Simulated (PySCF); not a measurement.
Stepwise substitution at one centre (B I-H). Isolated molecules, 0 K electronic values unless said otherwise. Strings in code marks are SMILES.

The LUMO from two functionals at the same geometries (CAM-B3LYP-D3(BJ)/def2-TZVP), both in PySCF: PBE-D3(BJ)/def2-TZVP and CAM-B3LYP-D3(BJ)/def2-TZVP. 

```json
[
 {"species": "0 of 3 I replaced by H (`IB(I)I`)", "PBE-D3(BJ)/def2-TZVP (eV)": "-3.23", "CAM-B3LYP-D3(BJ)/def2-TZVP (eV)": "-1.44"},
 {"species": "1 of 3 I replaced by H (`IBI`)", "PBE-D3(BJ)/def2-TZVP (eV)": "-3.17", "CAM-B3LYP-D3(BJ)/def2-TZVP (eV)": "-1.26"},
 {"species": "2 of 3 I replaced by H (`BI`)", "PBE-D3(BJ)/def2-TZVP (eV)": "-3.13", "CAM-B3LYP-D3(BJ)/def2-TZVP (eV)": "-1.10"},
 {"species": "3 of 3 I replaced by H (`B`)", "PBE-D3(BJ)/def2-TZVP (eV)": "-3.04", "CAM-B3LYP-D3(BJ)/def2-TZVP (eV)": "-0.88"}
]
```

Over these rows, drawn at random from the members with no instability flagged (it was tested for open shells, ions and some series alone), PBE minus CAM-B3LYP-D3(BJ): mean -1.98 eV, from -2.16 eV to -1.80 eV.
